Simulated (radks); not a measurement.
The europium ion Eu17+, 46 electrons, occupied as [Kr] 4d10 (the NIST ground configuration). Method: Dirac Kohn-Sham, PBE, spin-unpolarised, spherical densities, finite nucleus; Fermi nuclear charge, rms radius 5.1115 fm; computed with a radial shooting solver on a logarithmic mesh with Libxc functionals. Some entries of the table are withheld. Estimate them.

| orbital | occ. | eigenvalue (eV) | r(max) (bohr) | <r> (bohr) |
|---|---|---|---|---|
| 1s1/2 | 2 | -48709.11 | 0.01420 | 0.02232 |
| 2s1/2 | 2 | (1) | 0.08073 | (2) |
| 2p1/2 | 2 | (3) | 0.06108 | 0.07908 |
| 2p3/2 | 4 | (4) | 0.06681 | 0.08582 |
| 3s1/2 | 2 | -2145.264 | 0.2291 | 0.2489 |
| 3p1/2 | 2 | -1969.666 | (5) | 0.2385 |
| 3p3/2 | 4 | -1837.318 | (6) | 0.2513 |
| 3d3/2 | 4 | -1533.313 | 0.1819 | 0.2233 |
| 3d5/2 | 6 | -1504.565 | 0.1853 | 0.2272 |
| 4s1/2 | 2 | -723.8726 | 0.5204 | 0.5489 |
| 4p1/2 | 2 | (7) | 0.5235 | 0.5568 |
| 4p3/2 | 4 | (8) | 0.5472 | 0.5811 |
| 4d3/2 | 4 | -507.2888 | 0.5486 | 0.5974 |
| 4d5/2 | 6 | -501.0499 | 0.5557 | 0.6048 |

Answer. 
(1) 2s1/2 eigenvalue (eV): -8326.734
(2) 2s1/2 <r> (bohr): 0.09461
(3) 2p1/2 eigenvalue (eV): -7919.828
(4) 2p3/2 eigenvalue (eV): -7272.025
(5) 3p1/2 r(max) (bohr): 0.2162
(6) 3p3/2 r(max) (bohr): 0.2283
(7) 4p1/2 eigenvalue (eV): -654.6403
(8) 4p3/2 eigenvalue (eV): -622.5118
